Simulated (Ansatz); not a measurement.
CH₄AlFOSi at its PBE0-D4/def2-TZVP geometry, where that method's forces vanish. Total charge 0; spin multiplicity 1.

```xyz
9

F    -1.6621    2.1758    1.4756
Al   -0.8604    1.0337    0.6179
C     0.7328   -0.0911    0.7115
Si    0.0494   -0.6488   -0.9599
O    -1.2783    0.3692   -0.9125
H     1.6964    0.4206    0.6896
H     0.7547   -0.8471    1.4983
H     0.9305   -0.3370   -2.1147
H    -0.3630   -2.0754   -1.0057
```

(1) What forces (eV/Å) does r2SCAN-D4/def2-TZVPP give on these atoms in Ansatz 0.2.0? (Best estimate.)

Results:

(1) The calculation gave: 
```
F1  -0.038  0.050  0.033
Al2  0.054 -0.037  0.006
C3   0.017 -0.004  0.011
Si4  0.049 -0.037 -0.001
O5  -0.104  0.023 -0.084
H6   0.003 -0.023  0.022
H7   0.028  0.012 -0.001
H8  -0.015 -0.006  0.016
H9   0.006  0.022 -0.002
```
